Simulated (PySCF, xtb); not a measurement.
Al(H)(F)(OEt) (C₂H₆AlFO), SMILES CC[O][AlH][F]. Other conformers were not sampled.

Harmonic wavenumbers (cm⁻¹) from GFN2-xTB in xtb at its own minimum, in rising order: 18, 89, 160, 167, 249, 421, 455, 595, 643, 815, 832, 994, 1092, 1148, 1222, 1254, 1334, 1398, 1474, 1477, 1491, 2043, 2910, 2927, 3039, 3042, 3047.

### Question
What does B3LYP-D3(BJ)/def2-SVP (PySCF) give at its own minimum? (Estimate from the structure and the level; the computed values follow.)

### Answer
18, 66, 91, 233, 295, 439, 494, 650, 698, 803, 882, 953, 1100, 1172, 1267, 1309, 1383, 1415, 1459, 1470, 1500, 2009, 3000, 3024, 3034, 3108, 3113. Paired by order, the mean absolute difference is 39 cm⁻¹ and the zero-point energies are 49.1 and 50.0 kcal/mol.
